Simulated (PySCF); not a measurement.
MgHI, SMILES [MgH][I]. Coordinates come from a B3LYP-D3(BJ)/def2-TZVP optimisation. The def2 effective core potentials stand for the cores of I; spin–orbit coupling is left out.

Computed equilibrium geometry at B3LYP-D3(BJ)/def2-TZVP (PySCF confirms it by a frequency run) as a Z-matrix, and its point group:
point group C∞v.
```
Mg
H 1 1.6824
I 1 2.5575 2 180.00
```
Charge 0, spin multiplicity 1.
